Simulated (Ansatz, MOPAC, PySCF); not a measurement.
Lewis adduct: BH3 (SMILES B) (first 4 atoms) with C3H9N (SMILES CN(C)C); geometry from B3LYP-D3(BJ)/def2-TZVP.
(charge 0, multiplicity 1):
```xyz
17

B     -0.3868     0.0268     1.2712
H      0.4875     0.6458     0.7092
H     -0.4146    -1.1425     0.9625
H     -1.4690     0.5628     1.2011
C      1.3371    -0.5882     3.0588
N      0.0142     0.0510     2.8699
C      0.0728     1.4528     3.3451
C     -1.0056    -0.6899     3.6480
H      1.6172    -0.5807     4.1148
H      2.0737    -0.0435     2.4742
H      1.2851    -1.6107     2.6944
H      0.3383     1.4857     4.4044
H     -0.8990     1.9139     3.1902
H      0.8140     1.9887     2.7584
H     -0.7541    -0.6822     4.7112
H     -1.9728    -0.2201     3.4906
H     -1.0476    -1.7124     3.2825
```

Counterpoise-corrected where a basis set is named; no monomer relaxation. Rows marked so take none.

Rows in 3-21G, 6-31G*, STO-3G carry no dispersion term and start afresh at each structure (6-31G* with six Cartesian d functions). MP2/6-31G* freezes PySCF's default core. The state that AM1, PM3 reach isn't checked.

The values were computed with Ansatz (Gaussian basis) for Hartree–Fock, density functionals and correlated methods; MOPAC for AM1, PM3 (differences of heats of formation); PySCF for 3-21G rows, 6-31G* rows, STO-3G rows, the dispersion terms. 

Other levels give for the interaction energy: PBE/def2-TZVPPD -224.2; B3LYP/def2-TZVPPD -202.5; B3LYP-D3(BJ)/def2-TZVPPD -222.9 kJ/mol.

Common cheap choices:

```tsv
level	interaction energy (kJ/mol)
AM1	-161.4
PM3	-265.2
HF/STO-3G (no counterpoise)	-259.2
HF/3-21G (no counterpoise)	-227.0
BP86/6-31G* (no counterpoise)	-220.4
B3LYP/3-21G (no counterpoise)	-250.9
B3LYP/6-31G*	-198.8
MP2/6-31G*	-209.6
```

Ansatz is a first-principles code.
